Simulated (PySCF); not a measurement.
C2H6N, doublet, geometry from GFN2-xTB; PySCF with R2SCAN/STO-3G.

Here is a job for PySCF.
```python
from pyscf import gto, scf, dft

mol = gto.Mole()
mol.atom = '''
    C    -1.241027    0.218321    0.058090
    C     0.041878   -0.527900    0.050800
    N     1.227038    0.197028   -0.129007
    H    -2.038419   -0.413925    0.444645
    H    -1.163761    1.106736    0.686271
    H    -1.541783    0.552528   -0.944774
    H     0.062801   -1.528630   -0.347993
    H     1.221493    1.093000    0.341349
    H     2.065295   -0.331429    0.070216
'''
mol.basis = 'sto-3g'
mol.charge = 0
mol.spin = 1
mol.verbose = 5
mol.build()

mf = dft.UKS(mol)
mf.xc = 'r2scan'
mf.kernel()
mf.analyze()
```

Output, abridged:

```
PySCF version 2.14.0

[INPUT] verbose = 5
[INPUT] max_memory = 4000
[INPUT] num. atoms = 9
[INPUT] num. electrons = 25
[INPUT] charge = 0
[INPUT] spin (= nelec alpha-beta = 2S) = 1
[INPUT] symmetry False subgroup None
[INPUT] Mole.unit = angstrom
[INPUT] Symbol           X                Y                Z      unit          X                Y                Z       unit  Magmom
[...]
[INPUT] ---------------- BASIS SET ----------------
[INPUT] l, kappa, [nprim/nctr], expnt,             c_1 c_2 ...
[INPUT] C
[...]
                                13.045096         0.53532814
                                3.5305122         0.44463454
[...]
                                0.6834831         0.39951283
                                0.2222899         0.70011547
[...]
                                0.6834831         0.60768372
                                0.2222899         0.39195739
[INPUT] H
[...]
                                0.62391373        0.53532814
                                0.1688554         0.44463454
[INPUT] N
[...]
                                18.052312         0.53532814
                                4.8856602         0.44463454
[...]
                                0.8784966         0.39951283
                                0.2857144         0.70011547
[...]
                                0.8784966         0.60768372
                                0.2857144         0.39195739

nuclear repulsion = 76.5131804715861
number of shells = 15
number of NR pGTOs = 63
number of NR cGTOs = 21
basis = sto-3g
ecp = {}

******** <class 'pyscf.dft.uks.UKS'> ********
method = UKS
initial guess = minao
damping factor = 0
level_shift factor = 0
DIIS = <class 'pyscf.scf.diis.CDIIS'>
diis_start_cycle = 1
diis_space = 8
diis_damp = 0
SCF conv_tol = 1e-09
SCF conv_tol_grad = None
SCF max_cycles = 50
direct_scf = True
direct_scf_tol = 1e-13
number electrons alpha = 13  beta = 12
XC library pyscf.dft.libxc version 7.1.2
    S. Lehtola, C. Steigemann, M. J. T. Oliveira, and M. A. L. Marques,  SoftwareX 7, 1–5 (2018)
XC functionals = r2scan
    J. W. Furness, A. D. Kaplan, J. Ning, J. P. Perdew, and J. Sun,  J. Phys. Chem. Lett. 11, 8208–8215 (2020)
    J. W. Furness, A. D. Kaplan, J. Ning, J. P. Perdew, and J. Sun,  J. Phys. Chem. Lett. 11, 9248–9248 (2020)
    J. W. Furness, A. D. Kaplan, J. Ning, J. P. Perdew, and J. Sun,  J. Phys. Chem. Lett. 11, 8208–8215 (2020)
[...]
converged SCF energy = -132.753106474774  <S^2> = 0.75290422  2S+1 = 2.0029021
Total Energy =                        -132.753106474774057
[...]
1 C 1s           0.00009
1 C 2s           0.00535
1 C 2px         -0.09851
1 C 2py          0.61263
1 C 2pz          0.14432
2 N 1s           0.00109
2 N 2s          -0.06004
2 N 2px          0.27192
2 N 2py         -0.19543
2 N 2pz         -0.07206
3 H 1s          -0.12231
4 H 1s           0.16883
5 H 1s          -0.02998
6 H 1s           0.45397
7 H 1s           0.16036
8 H 1s          -0.20901

To work with the spin densities directly, `use mulliken_meta_spin()` only printing them here.

 ** Mulliken spin pop alpha/beta on meta-lowdin orthogonal AOs **
 ** Mulliken Spin Density (per AO)  **
spin_pop of  0 C 1s        0.00000
spin_pop of  0 C 2s       -0.00859
spin_pop of  0 C 2px      -0.01887
spin_pop of  0 C 2py      -0.00905
spin_pop of  0 C 2pz      -0.01470
spin_pop of  1 C 1s       -0.00002
spin_pop of  1 C 2s        0.06923
spin_pop of  1 C 2px       0.01734
spin_pop of  1 C 2py       0.05099
spin_pop of  1 C 2pz       0.68415
spin_pop of  2 N 1s       -0.00000
spin_pop of  2 N 2s        0.01577
spin_pop of  2 N 2px      -0.00454
spin_pop of  2 N 2py       0.01314
spin_pop of  2 N 2pz       0.16043
spin_pop of  3 H 1s        0.01029
spin_pop of  4 H 1s        0.01105
spin_pop of  5 H 1s        0.04710
spin_pop of  6 H 1s       -0.02571
spin_pop of  7 H 1s       -0.00021
spin_pop of  8 H 1s        0.00221
 ** Mulliken Spin Density (per atom)  **
spin density of  0 C =     -0.05121
spin density of  1 C =      0.82169
spin density of  2 N =      0.18480
spin density of  3 H =      0.01029
spin density of  4 H =      0.01105
spin density of  5 H =      0.04710
spin density of  6 H =     -0.02571
spin density of  7 H =     -0.00021
spin density of  8 H =      0.00221
 ** Mulliken pop alpha/beta on meta-lowdin orthogonal AOs **
 ** Mulliken pop       alpha | beta **
[...]
In total            13.00000 | 12.00000
 ** Mulliken atomic charges   ( Nelec_alpha | Nelec_beta ) **
charge of  0C =     -0.15098  (     3.04988      3.10109 )
charge of  1C =     -0.06463  (     3.44316      2.62147 )
charge of  2N =     -0.22395  (     3.70437      3.51958 )
charge of  3H =      0.05133  (     0.47948      0.46919 )
charge of  4H =      0.04348  (     0.48379      0.47274 )
charge of  5H =      0.04491  (     0.50109      0.45399 )
charge of  6H =      0.02892  (     0.47268      0.49840 )
charge of  7H =      0.13456  (     0.43261      0.43283 )
charge of  8H =      0.13635  (     0.43293      0.43072 )
Dipole moment(X, Y, Z, Debye):  0.74824,  0.31299,  0.81511
```
